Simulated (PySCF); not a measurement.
## La(52+): ionisation energy

La(52+) [He] 2s2 2p1 (2P) → La(53+) [He] 2s2 (1S), as a difference of total energies. Computed with PySCF 2.14 in an uncontracted even-tempered set (19 s from 27 bohr⁻², ratio 2.2; 12 p from 34 bohr⁻², ratio 2.2; 5 d from 130 bohr⁻², ratio 2.4; 5 f from 200 bohr⁻², ratio 2.4; 4 g from 290 bohr⁻², ratio 2.4), with scalar relativity by spin-free X2C-1e. Correlated levels: nothing frozen; virtual orbitals above 40 to 60 times the deepest correlated orbital energy dropped. The calculations carry no spin-orbit coupling.

```json
{"method": "UHF", "ionisation energy (eV)": "10121.4"}
{"method": "MP2 (all electrons)", "ionisation energy (eV)": "10120.8"}
{"method": "SCS-MP2 (all electrons)", "ionisation energy (eV)": "10120.4"}
{"method": "CCSD (all electrons)", "ionisation energy (eV)": "10120.2"}
{"method": "CCSD(T) (all electrons)", "ionisation energy (eV)": "10120.2"}
```

For this ion Breit and QED terms and the two-electron picture change, all absent here, outweigh the differences among the correlated methods.

The reference lies between the lowest fine-structure levels, while these numbers refer to the centres of the terms.

For comparison: 10426 ± 4 eV (theoretical estimate listed by NIST; NIST Atomic Spectra Database, ionization energies).
